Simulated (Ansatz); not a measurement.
Frontier orbitals of CH3F3OSW, SMILES `C[O][W]([F])([F])([F])=[S]`.

Cartesian coordinates in Å:
```
C 0.900 1.291 -0.792
O 0.471 0.451 0.242
W -0.616 -0.967 0.664
F -1.192 -2.693 0.293
F -1.462 -0.590 -0.964
F 0.787 -1.778 1.569
S -1.915 -0.246 2.156
H 0.864 2.324 -0.441
H 1.924 1.037 -1.072
H 0.238 1.171 -1.655
```

The species carries charge 0 and has multiplicity 1. Correlated methods include outer-core shells of W, which these sets cover unevenly. W takes the def2 core potential. The geometry is a stationary point of PBE0-D4/def2-TZVP. It is one conformer, not always the lowest. Basis def2-TZVPP, Ansatz.

```
functional  HOMO (eV)  LUMO (eV)
    B97M-V      -7.43      -3.67
```

(1) Give HOMO and LUMO (eV) with LDA (SPW92), PBE, revPBE, BLYP, r2SCAN, PBE0, B3LYP, r2SCANh, r2SCAN0, HSE06 (plane-wave form), BHLYP, CAM-B3LYP, LC-ωPBE, ωB97X-V, ωB97M-V. (Estimate.)

Results:

(1) The calculation gave: 
| functional | HOMO | LUMO |
| --- | --- | --- |
| LDA (SPW92) | -7.21 | -3.94 |
| PBE | -7.03 | -3.69 |
| revPBE | -6.97 | -3.60 |
| BLYP | -6.89 | -3.58 |
| r2SCAN | -7.37 | -3.68 |
| PBE0 | -8.35 | -2.96 |
| B3LYP | -8.11 | -3.17 |
| r2SCANh | -7.85 | -3.38 |
| r2SCAN0 | -8.58 | -2.93 |
| HSE06 (plane-wave form) | -7.95 | -3.34 |
| BHLYP | -9.52 | -2.02 |
| CAM-B3LYP | -9.63 | -1.84 |
| LC-ωPBE | -10.91 | -0.65 |
| ωB97X-V | -10.59 | -0.73 |
| ωB97M-V | -10.46 | -0.74 |

B3LYP here is the variant with VWN-RPA as its local correlation; programs differ in this. LC-ωPBE has ω = 0.4 bohr⁻¹.
